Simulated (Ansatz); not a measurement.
Cartesian coordinates in Å:
```
C -0.746 0.934 1.056
Si 0.430 0.318 -0.222
F 1.832 1.049 -0.017
C 0.472 -1.387 -0.865
S -0.162 -0.147 -2.147
H -0.335 0.791 2.058
H -0.937 2.000 0.913
H -1.693 0.398 0.978
H -0.279 -2.123 -0.592
H 1.418 -1.832 -1.162
```

Total charge 0; spin multiplicity 1.

List the PBE/def2-TZVPP orbital energies in eV (the Gaussian-basis code of Ansatz). (Best estimate.)

Computed: Occupied: -2395.51, -1780.75, -659.98, -269.66, -269.17, -208.44, -154.61, -154.49, -154.36, -138.37, -95.15, -95.12, -95.04, -29.69, -19.64, -17.80, -15.12, -12.96, -11.11, -11.02, -10.77, -10.43, -10.22, -10.05, -9.13, -7.78, -6.59, -5.88. Lowest empty: -0.85, -0.19, 0.24, 0.47, 1.19, 1.37, 1.94, 2.04.
